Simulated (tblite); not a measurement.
Isomers of C5H15NOSi. Calculated harmonic vibrations of the isolated species, GFN2-xTB (tblite), most abundant isotopes, no scaling. The method is semi-empirical: single wavenumbers can be off by several per cent or more. Modes of hydrogen on silicon can be 10 to 20 % off. One conformer each.

Electronic energies: GFN2-xTB at the same geometries; isomer energies are rough at this level and their order can be wrong.

```json
{"SMILES": "CC(C)[Si@H](O)N(C)C", "electronic energy, lowest = 0 (kJ/mol)": "46.4"}
{"SMILES": "CO[SiH2]NC(C)(C)C", "electronic energy, lowest = 0 (kJ/mol)": "6.6"}
{"SMILES": "CC[C@@H](C)[Si@@H](O)NC", "electronic energy, lowest = 0 (kJ/mol)": "53.9"}
{"SMILES": "COCC(C)(C)[SiH2]N", "electronic energy, lowest = 0 (kJ/mol)": "194.3"}
{"SMILES": "CCN[SiH2]OC(C)C", "electronic energy, lowest = 0 (kJ/mol)": "0.0"}
```

**Question.** How do GFN2-xTB zero-point energies change the relative energies?

**Answer.** 
```json
{"SMILES": "CCN[SiH2]OC(C)C", "ZPE (kJ/mol)": "512.5", "of it from modes above 1550 cm⁻¹": "262.5", "electronic (kJ/mol)": "0.0", "with ZPE, lowest = 0 (kJ/mol)": "0.0", "lowest mode (cm⁻¹)": "20", "rings": "0"}
{"SMILES": "CO[SiH2]NC(C)(C)C", "ZPE (kJ/mol)": "510.7", "of it from modes above 1550 cm⁻¹": "263.7", "electronic (kJ/mol)": "6.6", "with ZPE, lowest = 0 (kJ/mol)": "4.8", "lowest mode (cm⁻¹)": "39", "rings": "0"}
{"SMILES": "CC(C)[Si@H](O)N(C)C", "ZPE (kJ/mol)": "516.1", "of it from modes above 1550 cm⁻¹": "267.6", "electronic (kJ/mol)": "46.4", "with ZPE, lowest = 0 (kJ/mol)": "50.1", "lowest mode (cm⁻¹)": "47", "rings": "0"}
{"SMILES": "CC[C@@H](C)[Si@@H](O)NC", "ZPE (kJ/mol)": "517.7", "of it from modes above 1550 cm⁻¹": "271.1", "electronic (kJ/mol)": "53.9", "with ZPE, lowest = 0 (kJ/mol)": "59.2", "lowest mode (cm⁻¹)": "34", "rings": "0"}
{"SMILES": "COCC(C)(C)[SiH2]N", "ZPE (kJ/mol)": "508.7", "of it from modes above 1550 cm⁻¹": "263.7", "electronic (kJ/mol)": "194.3", "with ZPE, lowest = 0 (kJ/mol)": "190.5", "lowest mode (cm⁻¹)": "57", "rings": "0"}
```

The zero-point energies span 9.0 kJ/mol, from `COCC(C)(C)[SiH2]N` to `CC[C@@H](C)[Si@@H](O)NC`. The order is unchanged.

**Question.** What do entropy and thermal enthalpy add at 298.15 K and 1 bar (rigid rotor, harmonic oscillator, one conformer each)?

**Answer.** 
| SMILES | point group | symmetry number | S (J/(mol K)) | H − H(0) (kJ/mol) | ZPE + H − H(0) − TS (kJ/mol) |
| --- | --- | --- | --- | --- | --- |
| CO[SiH2]NC(C)(C)C | C1 | 1 | 451.6 | 34.48 | 410.5 |
| CC(C)[Si@H](O)N(C)C | C1 | 1 | 448.6 | 34.93 | 417.3 |
| CC[C@@H](C)[Si@@H](O)NC | C1 | 1 | 457.1 | 35.09 | 416.5 |
| COCC(C)(C)[SiH2]N | C1 | 1 | 441.5 | 34.29 | 411.4 |

Not tabulated: `CCN[SiH2]OC(C)C` (lowest mode only 20 cm⁻¹).
